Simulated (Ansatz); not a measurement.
```yaml
crystal:
  periodic: [false, false, false]
  atoms:
    - {symbol: C, position_ang: [2.377186, -1.052892, -0.749833]}
    - {symbol: C, position_ang: [1.221710, -0.663499, 0.156082]}
    - {symbol: C, position_ang: [0.342934, 0.410403, -0.462743]}
    - {symbol: C, position_ang: [-0.745841, 0.926567, 0.456217]}
    - {symbol: O, position_ang: [-1.415114, 1.966830, -0.253784]}
    - {symbol: C, position_ang: [-1.766460, -0.124908, 0.859768]}
    - {symbol: O, position_ang: [-2.429361, -0.666198, -0.254440]}
    - {symbol: H, position_ang: [2.012117, -1.432201, -1.708100]}
    - {symbol: H, position_ang: [3.020819, -0.194087, -0.959345]}
    - {symbol: H, position_ang: [2.995951, -1.831319, -0.297990]}
    - {symbol: H, position_ang: [1.612882, -0.310433, 1.118012]}
    - {symbol: H, position_ang: [0.621471, -1.552049, 0.375334]}
    - {symbol: H, position_ang: [-0.123148, 0.026984, -1.375667]}
    - {symbol: H, position_ang: [0.956314, 1.267241, -0.759186]}
    - {symbol: H, position_ang: [-0.283717, 1.328700, 1.370455]}
    - {symbol: H, position_ang: [-1.980579, 2.440557, 0.362515]}
    - {symbol: H, position_ang: [-2.484036, 0.332358, 1.560967]}
    - {symbol: H, position_ang: [-1.283518, -0.950721, 1.387440]}
    - {symbol: H, position_ang: [-2.649615, 0.078677, -0.825710]}
basis:
  gaussian: {orbitals: aug-cc-pVTZ, final_grid: {core_spheres: 8, valence_spheres: 7, degree: 23}, point_charges: [{charge: -1.00, position_ang: [7.501, 0.535, 0.732]}]}
magnetization: {spin_polarized: true, initial_magnetization: 1}
hamiltonian: {xc: {name: r2SCAN0}}
```

```sh
$ ansatz run in.yaml --threads 2 --pin off --events-out ev --progress --plain --max-ram 32768MiB --backend cuda --devices 0, --max-vram 18GiB
```

Shortened log:

```
Error: a molecule whose nuclei and cores have a total charge of 58 cannot have a net charge of 0 together with 1 unpaired electrons
```

Problem. What is wrong with this run?

Solution. The number of unpaired electrons doesn't fit the electron count. The input was rejected before any iteration.
